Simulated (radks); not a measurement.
Values are calculated unless marked as measured or tabulated.
Problem. Coherent X-ray form factor from a spherical all-electron density. Level of theory: scalar-relativistic Kohn-Sham, BLYP, spin-polarised, spherical densities, finite nucleus; Fermi nuclear charge, rms radius of each element as measured or else 0.836 A^(1/3) + 0.57 fm (a radial shooting solver on a logarithmic mesh with Libxc functionals).

| sin(theta)/lambda (1/angstrom) | f0 (electrons) |
|---|---|
| 0.05 | 43.721 |
| 0.1 | 42.904 |
| 0.15 | 41.609 |
| 0.2 | 39.927 |
| 0.25 | 37.965 |
| 0.3 | 35.837 |
| 0.4 | 31.496 |
| 0.5 | 27.544 |
| 0.6 | 24.287 |
| 0.8 | 19.802 |
| 1 | 16.971 |
| 1.25 | 14.196 |
| 1.5 | 11.693 |
| 2 | 7.908 |

The species is in the configuration that NIST lists as its ground one. Which atom or ion scatters so?

Solution. The tellurium ion Te8+, [Kr] 4d8. Extrapolating in s^2 from the first two rows gives f0(0) = 44.0, near the electron count 44; among species with that count, the fall with angle is slower the higher Z, and the table is that of Z = 52; from so few rows the species is fixed only to a neighbour or two.
